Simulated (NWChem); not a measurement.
Isomers of CH₃ClO₂Si, each optimised at B3LYP/6-31G* with NWChem, gas phase unless a solvent is named. Flexible species stand in one conformer each, which need not be the lowest. Pople sets run with spherical d functions.

A: O=C(O)[SiH2]Cl
B: O=CO[SiH2]Cl
C: C1O[SiH](Cl)O1
D: O=C[Si@@H](O)Cl

Question: Rank them by orbital gap (eV), B3LYP/6-31G*, lowest first.

Answer: D (5.01), A (6.76), B (7.49), C (7.94)
